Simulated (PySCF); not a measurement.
Molecule: SMILES O=Cc1ncccn1, C5H4N2O.

Bonds (- single, = double, # triple, : aromatic): O1=C2, C2-C3, C3:N4, N4:C5, C5:C6, C6:C7, C7:N8, N8:C3. C2 carries H9; C5 carries H10; C6 carries H11; C7 carries H12.

Frames of a GFN2-xTB Langevin trajectory at 200 K; GIAO PBE0/pcSseg-1 shieldings in PySCF 2.14, gas phase, non-relativistic; equivalent atoms averaged within each frame.

δ = σ(ref) − σ, references computed at the same level: $^{17}$O (σ = 336.08 ppm) against H2O; $^{13}$C (σ = 186.93 ppm), $^{1}$H (σ = 31.72 ppm) against TMS; NH3 for $^{15}$N (σ = 267.73 ppm). The references are static minima.

Q: How do the shifts (ppm) fluctuate along the trajectory?

A: 
| time (fs) | O1 | C2 | C3 | C5/C7 | C6 | N4/N8 | H9 | H10/H12 | H11 |
| --- | --- | --- | --- | --- | --- | --- | --- | --- | --- |
| optimised geometry | 747.1 | 199.0 | 163.7 | 164.2 | 127.7 | 346.2 | 10.45 | 9.36 | 7.37 |
| 250 | 721.5 | 192.7 | 176.2 | 166.9 | 131.7 | 356.6 | 10.69 | 9.58 | 7.94 |
| 425 | 735.1 | 199.8 | 163.5 | 162.4 | 130.0 | 333.8 | 10.22 | 8.91 | 7.93 |
| 625 | 752.1 | 200.5 | 171.6 | 165.9 | 127.7 | 341.4 | 10.37 | 9.51 | 7.38 |
| 800 | 717.6 | 196.9 | 166.2 | 162.7 | 125.5 | 344.6 | 10.43 | 9.16 | 7.75 |
| 1000 | 729.2 | 202.0 | 172.6 | 164.3 | 123.9 | 348.2 | 10.36 | 9.51 | 6.93 |
| mean of frames | 731.1 | 198.4 | 170.0 | 164.5 | 127.8 | 344.9 | 10.42 | 9.33 | 7.59 |
| standard deviation | 13.6 | 3.7 | 5.1 | 2.0 | 3.2 | 8.4 | 0.17 | 0.29 | 0.43 |

5 frames give an uncertainty of the mean of about the standard deviation over 2.2 at best, since frames this close in time may not be independent; classical motion lacks zero-point vibration, and the reference would need the same averaging.
